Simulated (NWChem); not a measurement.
System meant: VSClF₂; SMILES [S]=[V]([Cl])([F])[F]

The following NWChem deck was run.

```
start job
memory heap 200 mb stack 900 mb global 1100 mb
geometry units angstroms noautoz
  V     -0.265925    -0.080205     0.000000
  S      1.111193    -1.548901     0.000000
  F     -1.232184    -0.230394     1.406644
  F     -1.232184    -0.230394    -1.406644
  Cl     0.756403     1.806014     0.000000
end
basis spherical
  * library def2-svp
end
dft
  xc xpbe96 cpbe96
  iterations 4
  mulliken
end
task dft energy
```

End of the output:

```
    Atom       Charge   Shell Charges
 -----------   ------   -------------------------------------------------------
    1 V   23    29.53   2.00  2.00  1.92  0.37  0.10  5.99  5.86  1.22  8.02  2.00  0.04
    2 S   16    12.06   2.00  1.95  0.95  0.67  5.69  0.44  0.30  0.06
    3 F    9     8.30   1.98  1.03  0.77  2.65  1.86  0.01
    4 F    9     8.30   1.98  1.03  0.77  2.65  1.86  0.01
    5 Cl  17    15.81   2.00  1.96  1.06  0.79  5.78  1.79  2.40  0.03

 center of mass
 --------------
 x =  -0.04092587 y =   0.00887220 z =   0.00000000

 moments of inertia (a.u.)
 ------------------
         959.104153031616           0.000000000000           0.000000000000
           0.000000000000         698.680144340997           0.000000000000
           0.000000000000           0.000000000000        1120.822873710139

     Multipole analysis of the density
     ---------------------------------

     L   x y z        total         alpha         beta         nuclear
     -   - - -        -----         -----         ----         -------
     0   0 0 0     -0.000000    -37.000000    -37.000000     74.000000

     1   1 0 0     10.495160      5.247580      5.247580     -0.000000
     1   0 1 0     -7.299651     -3.649826     -3.649826      0.000000
     1   0 0 1      0.000000      0.000000      0.000000      0.000000

     2   2 0 0     -4.753102   -106.558082   -106.558082    208.363062
     2   1 1 0    -19.631456     -7.971463     -7.971463     -3.688529
     2   1 0 1      0.000000      0.000000      0.000000      0.000000
     2   0 2 0     13.637858   -162.723982   -162.723982    339.085822
     2   0 1 1      0.000000      0.000000      0.000000      0.000000
     2   0 0 2    -19.936362    -73.561073    -73.561073    127.185784

 ------------------------------------------------------------------------
 dft energy failed                                                                                  0
 ------------------------------------------------------------------------
 ------------------------------------------------------------------------
  current input line :
    18: task dft energy
 ------------------------------------------------------------------------
 ------------------------------------------------------------------------
 This type of error is most commonly associated with calculations not reaching convergence criteria
 ------------------------------------------------------------------------
 For more information see the NWChem manual at https://nwchemgit.github.io

0:dft energy failed:Received an Error in Communication
```

Find the fault in this run and fix the input.

Convergence was not reached. Cause: the SCF was allowed too few iterations. This input runs:
```
start job
memory heap 200 mb stack 900 mb global 1100 mb
geometry units angstroms noautoz
  V     -0.265925    -0.080205     0.000000
  S      1.111193    -1.548901     0.000000
  F     -1.232184    -0.230394     1.406644
  F     -1.232184    -0.230394    -1.406644
  Cl     0.756403     1.806014     0.000000
end
basis spherical
  * library def2-svp
end
dft
  xc xpbe96 cpbe96
  iterations 150
  mulliken
end
task dft energy
```
It converges to -2000.99920 Ha (PBE/def2-SVP).
